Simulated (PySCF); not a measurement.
Excitations are Tamm–Dancoff values on a coarser integration grid.

Z-matrix (Å, degrees):
```
B
O 1 1.3589
H 2 0.9605 1 112.75
O 1 1.3657 2 116.57 3 -180.00
H 4 0.9581 1 116.47 2 180.00
O 1 1.3751 2 118.39 3 0.00
H 6 0.9586 1 116.80 2 -180.00
```
Charge 0, multiplicity 1.

### Question
Predict the HOMO–LUMO gap, S1 excitation (TDA) and total energy from CAM-B3LYP-D3(BJ)/def2-TZVPD (PySCF 2.14.0).

### Answer

```
Property                    Value
-------------------  ------------
HOMO–LUMO gap            10.72 eV
S1 excitation (TDA)       7.55 eV
total energy         -252.5233 Ha
```
